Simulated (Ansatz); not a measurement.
```yaml
crystal:
  periodic: [false, false, false]
  atoms:
    - {symbol: C, position_ang: [-2.352125, -0.358693, -1.865817]}
    - {symbol: C, position_ang: [-1.905430, 0.006151, -0.451987]}
    - {symbol: C, position_ang: [-2.332784, -1.058541, 0.555489]}
    - {symbol: Si, position_ang: [-0.065635, 0.390949, -0.376315]}
    - {symbol: F, position_ang: [0.173387, 1.576437, -1.452957]}
    - {symbol: C, position_ang: [0.429934, 1.085744, 1.300903]}
    - {symbol: C, position_ang: [-0.512737, 2.204743, 1.742328]}
    - {symbol: C, position_ang: [1.879898, 1.569197, 1.310282]}
    - {symbol: C, position_ang: [0.988762, -1.075417, -0.921340]}
    - {symbol: C, position_ang: [2.260463, -0.657470, -1.658024]}
    - {symbol: C, position_ang: [1.308523, -2.023000, 0.234709]}
    - {symbol: H, position_ang: [-3.439225, -0.481624, -1.911784]}
    - {symbol: H, position_ang: [-1.908746, -1.304126, -2.193125]}
    - {symbol: H, position_ang: [-2.072105, 0.407945, -2.591816]}
    - {symbol: H, position_ang: [-2.398382, 0.949553, -0.180443]}
    - {symbol: H, position_ang: [-2.041193, -0.806265, 1.578848]}
    - {symbol: H, position_ang: [-1.892038, -2.031016, 0.316428]}
    - {symbol: H, position_ang: [-3.419610, -1.190512, 0.546892]}
    - {symbol: H, position_ang: [0.340401, 0.259341, 2.019359]}
    - {symbol: H, position_ang: [-1.545302, 1.862171, 1.843205]}
    - {symbol: H, position_ang: [-0.506563, 3.031916, 1.026318]}
    - {symbol: H, position_ang: [-0.204729, 2.610879, 2.711421]}
    - {symbol: H, position_ang: [2.587193, 0.763249, 1.102818]}
    - {symbol: H, position_ang: [2.140919, 1.991982, 2.286074]}
    - {symbol: H, position_ang: [2.040298, 2.350005, 0.561621]}
    - {symbol: H, position_ang: [0.361223, -1.623994, -1.637369]}
    - {symbol: H, position_ang: [2.949169, -0.121298, -0.999737]}
    - {symbol: H, position_ang: [2.792259, -1.536859, -2.036215]}
    - {symbol: H, position_ang: [2.044446, -0.003509, -2.504721]}
    - {symbol: H, position_ang: [0.412090, -2.367636, 0.756421]}
    - {symbol: H, position_ang: [1.838677, -2.910181, -0.126554]}
    - {symbol: H, position_ang: [1.952862, -1.542119, 0.976189]}
basis:
  gaussian: {orbitals: x2c-TZVPPall}
magnetization: {spin_polarized: true, initial_magnetization: 4}
hamiltonian: {xc: {name: B97}}
accuracy: high
scf: {lower_state_search: off}
```

```sh
$ ansatz run in.yaml --threads 11 --pin off --events-out ev --progress --plain --max-ram 110592MiB --backend cuda --devices 0, --max-vram 75GiB
```

Shortened log:

```
Functional definition: B97
11894 factors; integrals over basis functions are off by at most 1.5e-7 eV
mean field evaluation 1: about -20254.4382 eV, gradient 7.6e1 eV
mean field evaluation 2: about -20233.3911 eV, gradient 9.6e1 eV
mean field evaluation 4: about -20280.5922 eV, gradient 1.3e1 eV
mean field evaluation 8: about -20281.6144 eV, gradient 4.9e-1 eV
mean field evaluation 16: about -20281.9341 eV, gradient 1.6e-2 eV
mean field evaluation 32: about -20281.9341 eV, gradient 3.0e-4 eV
mean field -20281.93407808 eV, -745.3473297809 hartree, gradient 8.9e-8 eV, S^2 6.005389; 0 other end points of the search recorded, 0 dependent functions left out
reference -20281.93408407 eV, -745.3473300010 hartree; 51, 47 occupied and 595, 599 virtual orbitals, 11894 factors
Total energy: -20281.93408407 eV, -745.3473300010 hartree
Relativity: scalar
Checks for a lower state left out: stability, starts, cluster_reference, orbital_swaps, neighbouring_geometries, increment
```

Task: Something in this input is off. What?

Result: The spin is set far too high for this molecule. The calculation finished and met its thresholds. The result belongs to that input, not to the molecule as meant.
